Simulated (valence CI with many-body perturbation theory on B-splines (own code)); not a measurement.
## E1 line list for Ta40+

Calculated by configuration interaction combined with many-body perturbation theory (CI+MBPT): five valence electrons over a frozen Dirac-Fock core [Ar] 3d10, a basis of 9 s, 9 p, 8 d, 6 f, 3 g, 1 h functions for each j, with the one-electron correlation potential Σ1, the two-electron term Σ2, the three-electron term Σ3, Breit, model QED; selected CI, second order for the rest (own B-spline code, finite nucleus).

The last digits are not significant, and no measured levels were compared; by estimate large intervals hold to a few tenths of a per cent, small ones and those within an open d or f shell to about a per cent. Among the levels kept, up to 270 cm⁻¹ of a level comes from second order outside the variational space, and about a tenth of that is noise between levels of different J, which matters for small intervals.

Lines 51 to 100 of 201 in falling wavelength, among levels below 2920500 cm⁻¹, chosen from the strongest by gf and those to the six lowest levels. Wavelengths and rates use the calculated energies. Electric multipoles are in the length gauge, E1 and E2 with the static RPA response of the core. Weak lines are less certain than strong ones. Lines between different terms over intervals too small for the method are left out, as are lines whose strength nearly cancels. The highest levels of a list are the least certain.

Levels are named by their leading jj configuration (3d3/2^4 stands for four electrons in 3d with j = 3/2), which in mixed levels can hold well under half, so a name can repeat and another be missing. Letters in brackets count levels of one name in rising energy.

```csv
λ vac (nm),Upper,Lower,A (s⁻¹),S (a.u.)
12.65,(4s 4p1/2^2 4p3/2^2) J=1/2,(4s^2 4p1/2 4p3/2^2) J=1/2,2.53e+10,5.06e-02
12.62,(4s 4p1/2^2 4p3/2 4d3/2) J=5/2 [b],(4s^2 4p1/2 4p3/2 4d3/2) J=7/2,8.43e+09,5.02e-02
12.51,(4s 4p1/2^2 4p3/2 4d3/2) J=5/2 [c],(4s^2 4p1/2 4p3/2 4d5/2) J=5/2 [a],8.89e+08,5.15e-03
12.38,(4s 4p1/2^2 4p3/2^2) J=3/2,(4s^2 4p1/2 4p3/2^2) J=1/2,3.50e+06,1.31e-05
12.38,(4s 4p1/2^2 4p3/2 4d5/2) J=3/2,(4s^2 4p1/2 4p3/2 4d5/2) J=5/2 [a],2.13e+10,7.97e-02
12.36,(4s 4p1/2^2 4p3/2 4d5/2) J=5/2,(4s^2 4p1/2 4p3/2 4d3/2) J=5/2 [b],1.70e+09,9.48e-03
12.30,(4s 4p1/2^2 4p3/2^2) J=5/2,(4s^2 4p1/2 4p3/2^2) J=3/2,8.67e+09,4.78e-02
12.26,(4s 4p1/2^2 4p3/2 4d3/2) J=5/2 [c],(4s^2 4p1/2 4p3/2 4d3/2) J=3/2 [b],6.05e+08,3.30e-03
12.24,(4s 4p1/2^2 4p3/2 4d5/2) J=5/2,(4s^2 4p1/2 4p3/2 4d5/2) J=3/2 [a],1.12e+10,6.08e-02
12.19,(4s 4p1/2 4p3/2^3) J=5/2,(4s^2 4p3/2^3) J=3/2,1.24e+10,6.63e-02
12.12,(4s 4p1/2^2 4p3/2 4d3/2) J=5/2 [c],(4s^2 4p1/2 4p3/2 4d3/2) J=5/2 [b],3.05e+09,1.61e-02
12.03,(4s 4p1/2^2 4p3/2 4d5/2) J=7/2,(4s^2 4p1/2 4p3/2 4d5/2) J=9/2,1.49e+10,1.02e-01
11.99,(4s 4p1/2^2 4p3/2 4d3/2) J=5/2 [b],(4s^2 4p1/2 4p3/2 4d3/2) J=3/2 [a],1.04e+09,5.32e-03
11.97,(4s 4p1/2^2 4p3/2 4d3/2) J=5/2 [b],(4s^2 4p1/2 4p3/2 4d3/2) J=5/2 [a],7.85e+08,3.98e-03
11.88,(4s 4p1/2^2 4p3/2 4d5/2) J=3/2,(4s^2 4p1/2 4p3/2 4d5/2) J=3/2 [a],7.13e+09,2.36e-02
11.79,(4s 4p1/2^2 4p3/2 4d3/2) J=3/2 [b],(4s^2 4p1/2 4p3/2 4d3/2) J=1/2 [a],3.29e+09,1.06e-02
11.75,(4s 4p1/2^2 4p3/2 4d3/2) J=3/2 [b],(4s^2 4p1/2 4p3/2 4d3/2) J=3/2 [a],1.66e+09,5.31e-03
11.73,(4s 4p1/2^2 4p3/2 4d3/2) J=3/2 [b],(4s^2 4p1/2 4p3/2 4d3/2) J=5/2 [a],1.47e+10,4.69e-02
11.60,(4s 4p1/2^2 4p3/2^2) J=3/2,(4s^2 4p1/2 4p3/2^2) J=5/2,2.96e+10,9.11e-02
11.45,(4s 4p1/2^2 4p3/2 4d5/2) J=7/2,(4s^2 4p1/2 4p3/2 4d3/2) J=5/2 [b],5.11e+08,3.03e-03
11.38,(4s 4p1/2^2 4p3/2 4d5/2) J=7/2,(4s^2 4p1/2 4p3/2 4d5/2) J=7/2 [a],7.38e+09,4.29e-02
11.26,(4s 4p1/2^2 4p3/2^2) J=1/2,(4s^2 4p1/2 4p3/2^2) J=3/2,4.48e+06,6.31e-06
11.20,(4s 4p1/2 4p3/2^3) J=3/2,(4s^2 4p3/2^3) J=3/2,1.96e+10,5.44e-02
11.13,(4s 4p1/2 4p3/2^3) J=1/2,(4s^2 4p3/2^3) J=3/2,1.84e+10,2.51e-02
11.05,(4s 4p1/2^2 4p3/2^2) J=3/2,(4s^2 4p1/2 4p3/2^2) J=3/2,1.05e+10,2.80e-02
10.90,(4s 4p1/2^2 4p3/2 4d3/2) J=1/2 [b],(4s^2 4p1/2 4p3/2 4d3/2) J=1/2 [a],4.07e+09,5.20e-03
10.87,(4s 4p1/2^2 4p3/2 4d3/2) J=1/2 [b],(4s^2 4p1/2 4p3/2 4d3/2) J=3/2 [a],2.10e+10,2.66e-02
10.65,(4s 4p1/2^2 4p3/2 4d3/2) J=5/2 [c],(4s^2 4p1/2 4p3/2 4d3/2) J=7/2,1.93e+10,6.89e-02
10.20,(4s 4p1/2^2 4p3/2 4d3/2) J=5/2 [c],(4s^2 4p1/2 4p3/2 4d3/2) J=3/2 [a],1.76e+09,5.54e-03
10.13,(4s 4p1/2^2 4p3/2 4d5/2) J=7/2,(4s^2 4p1/2 4p3/2 4d3/2) J=7/2,1.33e+09,5.48e-03
10.10,(4s 4p1/2^2 4p3/2 4d5/2) J=3/2,(4s^2 4p1/2 4p3/2 4d3/2) J=5/2 [a],1.89e+09,3.83e-03
9.487,(4s 4p1/2^2 4p3/2 4d3/2) J=5/2 [a],(4s 4p1/2^2 4p3/2^2) J=3/2,3.44e+09,8.69e-03
9.421,(4s 4p1/2^2 4p3/2 4d3/2) J=3/2 [a],(4s 4p1/2^2 4p3/2^2) J=3/2,4.42e+09,7.30e-03
9.417,(4s 4p1/2^2 4p3/2 4d3/2) J=1/2 [a],(4s 4p1/2^2 4p3/2^2) J=3/2,7.22e+09,5.95e-03
9.270,(4s 4p1/2^2 4p3/2 4d3/2) J=3/2 [a],(4s 4p1/2^2 4p3/2^2) J=1/2,4.17e+09,6.55e-03
9.267,(4s 4p1/2^2 4p3/2 4d3/2) J=1/2 [a],(4s 4p1/2^2 4p3/2^2) J=1/2,3.45e+09,2.71e-03
8.990,(4s^2 4p1/2 4p3/2 4d3/2) J=3/2 [a],(4s^2 4p1/2 4p3/2^2) J=1/2,1.59e+09,2.28e-03
8.967,(4s^2 4p1/2 4p3/2 4d3/2) J=1/2 [a],(4s^2 4p1/2 4p3/2^2) J=1/2,1.26e+09,8.98e-04
8.783,(4s 4p1/2^2 4p3/2 4d3/2) J=5/2 [b],(4s 4p1/2^2 4p3/2^2) J=3/2,4.03e+09,8.08e-03
8.723,(4s 4p1/2^2 4p3/2 4d3/2) J=5/2 [a],(4s 4p1/2^2 4p3/2^2) J=5/2,1.09e+10,2.15e-02
8.668,(4s 4p1/2^2 4p3/2 4d3/2) J=3/2 [a],(4s 4p1/2^2 4p3/2^2) J=5/2,1.32e+10,1.70e-02
8.653,(4s 4p1/2^2 4p3/2 4d3/2) J=3/2 [b],(4s 4p1/2^2 4p3/2^2) J=3/2,8.37e+09,1.07e-02
8.582,(4s^2 4p1/2 4p3/2 4d3/2) J=5/2 [a],(4s^2 4p1/2 4p3/2^2) J=5/2,5.76e+09,1.08e-02
8.572,(4s^2 4p1/2 4p3/2 4d3/2) J=3/2 [a],(4s^2 4p1/2 4p3/2^2) J=5/2,5.33e+09,6.62e-03
8.538,(4s 4p1/2^2 4p3/2 4d3/2) J=7/2,(4s 4p1/2^2 4p3/2^2) J=5/2,1.01e+09,2.48e-03
8.275,(4s^2 4p1/2 4p3/2 4d3/2) J=7/2,(4s^2 4p1/2 4p3/2^2) J=5/2,2.04e+08,4.55e-04
8.275,(4s^2 4p1/2 4p3/2 4d3/2) J=5/2 [a],(4s^2 4p1/2 4p3/2^2) J=3/2,1.33e+08,2.23e-04
8.266,(4s^2 4p1/2 4p3/2 4d3/2) J=3/2 [a],(4s^2 4p1/2 4p3/2^2) J=3/2,3.13e+09,3.49e-03
8.255,(4s^2 4p1/2^2 4d3/2) J=3/2,(4s^2 4p1/2^2 4p3/2) J=3/2,9.84e+09,1.09e-02
8.246,(4s^2 4p1/2 4p3/2 4d3/2) J=1/2 [a],(4s^2 4p1/2 4p3/2^2) J=3/2,3.50e+09,1.94e-03
```
